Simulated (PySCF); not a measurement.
**Solvent effects on NMR parameters**

Atom-mapped SMILES (the numbers label the heavy atoms): `[CH2:1]=[CH:2][CH2:3][C:4](=[CH2:5])[C:6](=[O:7])[C:8]([F:9])([F:10])[F:11]`; H(Xn) means a hydrogen on atom n. Ha(C1), Ha(C5) are cis to C3; Hb(C1), Hb(C5) are trans to C3.

GIAO PBE0/pcSseg-1 in PySCF on one PBE0-D3(BJ)/def2-SVP conformer, non-relativistic, equivalent nuclei averaged. Solvents enter as an IEF-PCM continuum (acetone with ε = 20.5, dimethylsulfoxide with ε = 46.8) around the gas-phase geometry. Shifts are referred to TMS, CFCl3 computed in the same medium.

Gas phase, δ in ppm: C6 187.2, C4 148.4, C2 143.5, C5 143.2, C1 128.9, C8 121.3, C3 37.1, F9/F10/F11 -82.8, Hb(C5) 6.95, Ha(C5) 6.67, H(C2) 5.95, Hb(C1) 5.64, Ha(C1) 5.58, H(C3) 3.00. Dipole moment 3.09 D.

(1) How does each δ change in the continuum?

(2) Which of the listed nuclei move most (in ppm), and what does the model miss? (N and O are left out, as their reference compounds move with the solvent too.)

Results:

(1) 
```csv
atoms,environment,"Δδ, acetone","Δδ, dimethylsulfoxide"
C6,ketone carbonyl carbon,+2.3,+2.5
C4,α carbon of a C=C–C=O unit,+1.0,+1.0
C2,alkene CH,+2.0,+2.1
C5,β carbon of a C=C–C=O unit,+5.0,+5.3
C1,terminal =CH2 carbon,+1.0,+1.0
C8,CF3 carbon,+1.2,+1.3
C3,allylic sp3 CH2,+0.4,+0.5
F9/F10/F11,fluorine of a CF3 group,+2.0,+2.1
Hb(C5),hydrogen on a β carbon of a C=C–C=O unit,+0.25,+0.26
Ha(C5),hydrogen on a β carbon of a C=C–C=O unit,+0.31,+0.32
H(C2),hydrogen on an alkene CH,+0.17,+0.18
Hb(C1),hydrogen on a terminal =CH2 carbon,+0.11,+0.11
Ha(C1),hydrogen on a terminal =CH2 carbon,+0.11,+0.11
H(C3),hydrogen on an allylic sp3 CH2,+0.03,+0.03
```

Changes are relative to the gas phase. The dipole moment becomes 3.79 D in acetone, 3.83 D in dimethylsulfoxide.

(2) C5 (β carbon of a C=C–C=O unit, +5.3 ppm) in dimethylsulfoxide. A continuum only polarises the solute; specific hydrogen bonds, the anisotropy of aromatic solvents and changes of geometry or conformer are outside it.
